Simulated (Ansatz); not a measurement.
`[F][Zn][GeH]1[CH2][SiH2]1` + `O[SiH3]` → `[F][Zn][O][SiH3]` + `[CH2]1[SiH2][GeH2]1` at 298.15 K and 1 bar (cleavage of the Zn–Ge bond).

Gas-phase electronic energies from Ansatz, PBE0-D4/def2-TZVP geometries. CBS: MP2 limit from def2 TZ/QZ plus the TZ coupled-cluster correction, frozen cores. For Ge, Zn outer-core shells are correlated without core-valence functions, which leaves a few kJ/mol of doubt a bond. Scalar relativity is left out up to krypton. Each species was taken in one conformer, which may not be the lowest.

```csv
species,CCSD(T)/CBS energy (Eh),H − E (kJ/mol),S (J/(mol·K))
`[F][Zn][GeH]1[CH2][SiH2]1`,-4284.44560,164.0,392.4
`O[SiH3]`,-366.69042,113.6,257.8
`[F][Zn][O][SiH3]`,-2244.31866,101.0,349.5
`[CH2]1[SiH2][GeH2]1`,-2406.80649,168.1,306.3
```

H − E and S are ideal-gas, rigid-rotor, harmonic terms from PBE0-D4/def2-TZVP, for one conformer and one mirror image of each species. 1 Eh = 2625.50 kJ/mol, R = 8.31446 J/(mol·K).

Q: By hand: ΔE, ΔH, ΔS and ΔG.

A: ΔE = (-2244.31866) + (-2406.80649) − (-4284.44560) − (-366.69042) = 0.01087 Eh = 28.5 kJ/mol. Δ(H − E) = 101.0 + 168.1 − 164.0 − 113.6 = -8.5, so ΔH = 20.0 kJ/mol. ΔS = 349.5 + 306.3 − 392.4 − 257.8 = 5.6 J/(mol·K). ΔG = 20.0 − 298.15 × (5.6)/1000 = 18.3 kJ/mol.

Q: By hand: the equilibrium constant, and the temperature at which ΔG would vanish if ΔH and ΔS stayed fixed.

A: log₁₀ K = −ΔG/(RT ln 10) = -3.2. ΔG = 0 at ΔH/ΔS = 3571 K, far beyond where these terms or the molecules hold.

The number of gas molecules stays the same, so ΔS is small and ΔH decides. A doubt of 5 kJ/mol in ΔE shifts log₁₀ K by 0.9 here. Other conformers and mirror images would add mixing entropy, several J/(mol·K) or more a flexible species. Modes under 60 cm⁻¹, often nearly free rotors, make the harmonic entropy too high. These are equilibria of isolated gas molecules and say nothing of rates. Largest T1 diagnostic: 0.017 (customary marks: 0.02 for closed shells, 0.045 for open ones).
